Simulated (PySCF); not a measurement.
Species: CH6GeO2Si.
Bonds: O1–C2 (double), C2–Ge3, Ge3–O4, O4–Si5. Hydrogens: H6 on C2; H7, H8 on Ge3; H9, H10, H11 on Si5.

Lines to be assigned: C 1s: 293.50 eV; O 1s: 537.60 (area 1), 538.70 (area 1) eV; Si 1s: 1847.42 eV; Si 2p3/2: 107.49 eV.

Theory: PySCF, delta-SCF UKS SCAN, pcX-2 on the ionised atom, pcseg-1 elsewhere, spin-free X2C. The structure is a single PBE0-D3(BJ)/def2-SVP conformer in the gas phase; no vibrational or solvent corrections.

**Question.** Assign the O 1s lines to atoms.

**Answer.** 537.60 eV: O4 (oxygen bonded to Ge and Si); 538.70 eV: O1 (carbonyl oxygen). The listed O 1s values span 1.10 eV, from O4 (bonded to Ge and Si) to O1 (bonded to C (double bond)).

Bonded neighbours of each site: O1: C (double bond); C2: O (double bond), H and Ge; O4: Ge and Si; Si5: O and 3 H.

**Question.** Which photon energy gives electrons from O 1s of O1 a kinetic energy of 100 eV, and what is their de Broglie wavelength?

**Answer.** hν = 538.70 + 100 = 638.70 eV, recoil neglected; λ = 12.264 Å/√(E/eV) = 1.23 Å.

The unrestricted hole states depart most from a pure doublet (⟨S²⟩ = 0.75; over 0.85 named) for C 1s of C2 (0.96), which makes this value less certain. Spin–orbit coupling isn't in the SCF: each 2p doublet comes from a relaxed spin-free hole plus a matrix of the shell (mean-field spin–orbit coupling and the ground-state 2p splitting), with 2p3/2 averaged over its two sublevels. 2p1/2 minus 2p3/2 (ligand field included): Si 0.63 eV. No level of germanium is listed.

Hardware: one thread, Arm Neoverse V2 (aarch64), shared host. Cost: 26 s of wall time, 0.54 GiB resident at most.

Shape of the structure used: `[O:1]=[CH:2][GeH2:3][O:4][SiH3:5]`: O1–C2–Ge3–O4 179°, C2–Ge3–O4–Si5 -86°.
